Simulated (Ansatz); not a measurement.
A nudged elastic band was laid between two geometries of AlBF2H2 (6 atoms, charge 0, multiplicity 1).

Level of theory: Ansatz, RKS PBE0/def2-SVP.

- movable images: 7
- climbing image: yes
- spring: 5.0 eV/Å²
- optimiser: quadratic models (default)
- start path: through a guess of the saddle point
- force threshold: 0.03 eV/Å
- iteration limit: 60
- end points: relaxed

First end point:

```xyz
6
Properties=species:S:1:pos:R:3
F 0.431 -0.327 -2.068
B 0.749 0.141 -0.873
Al -0.589 -0.109 0.812
F -2.118 -0.740 0.563
H 1.827 0.705 -0.799
H -0.257 0.266 2.319
```

Last end point:

```xyz
6
Properties=species:S:1:pos:R:3
F 1.898 0.624 -0.760
B 0.691 0.102 -0.922
Al -0.585 -0.110 0.812
F -2.145 -0.656 0.558
H 0.403 -0.217 -2.060
H -0.220 0.193 2.326
```

(1) What changes between the two ends?

(2) What energy profile does the band end with?

The band took 12 iterations and roughly 2.5 core-minutes.

## Answers

(1) No bond is made or broken. The dihedral F1–B2–Al3–F4 goes from -7 to 175°.

(2) The forces met the threshold. The highest image is number 0 of 0 to 8, 0.0 kcal/mol above the first end and 0.2 kcal/mol above the last; the last end lies 0.2 kcal/mol below the first. The highest image is an end point: on this band no image between the ends rises above it. Inner images lie up to 0.010 eV below the lower end, so the ends aren't the lowest states on this path.

| image | path coordinate (Å) | energy (kcal/mol) | dihedral F1–B2–Al3–F4 (°) |
| --- | --- | --- | --- |
| 0 | 0.00 | 0.0 | -7 |
| 1 | 0.27 | 0.0 | 6 |
| 2 | 0.78 | -0.1 | 31 |
| 3 | 1.28 | -0.3 | 56 |
| 4 | 1.79 | -0.4 | 80 |
| 5 | 2.29 | -0.5 | 104 |
| 6 | 2.80 | -0.4 | 127 |
| 7 | 3.30 | -0.3 | 151 |
| 8 | 3.80 | -0.2 | 175 |

Run time: 2.5 min on 1 thread of Arm Neoverse V2 (shared host), peak memory 0.13 GiB.
